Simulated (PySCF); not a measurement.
**Working with the constants of SrSb**

UHF-SCS-MP2 constants of SrSb, ⁴Σ⁻ (quartet), unpaired electrons σ ↑, π ↑↑ (PySCF, scalar-relativistic core potentials, basis sets Sr def2-SVPD with ECP28, Sb def2-SVPD with ECP28; masses 87.9056 and 120.9038 u):

- ωe: 121.9 cm⁻¹
- ωexe: 0.506 cm⁻¹
- Be: 0.02996 cm⁻¹
- αe: 0.000125 cm⁻¹
- D (centrifugal): 7.24e-09 cm⁻¹
- De to Sr + Sb: 0.454 eV

**Question.** Give the vibrational terms G(v) and spacings up to v = 6.

**Answer.** G(v) = ωe(v+½) − ωexe(v+½)².

| v | G(v) (cm⁻¹) | G(v) − G(v−1) | Bv (cm⁻¹) |
| --- | --- | --- | --- |
| 0 | 60.8 |  | 0.02990 |
| 1 | 181.7 | 120.9 | 0.02977 |
| 2 | 301.6 | 119.9 | 0.02965 |
| 3 | 420.5 | 118.9 | 0.02952 |
| 4 | 538.3 | 117.9 | 0.02940 |
| 5 | 655.1 | 116.8 | 0.02927 |
| 6 | 771.0 | 115.8 | 0.02915 |

Correlated steps freeze 4 core orbitals. Correlated levels converge slowly with the basis: in double zeta they bind strong bonds too weakly, by up to about 1 eV, and carry superposition errors of some tenths. These are scalar-relativistic numbers at best; spin–orbit coupling would shift them, the dissociation energy most. The state is the lowest determinant that a PBE0 search found; another state may lie lower at other levels.
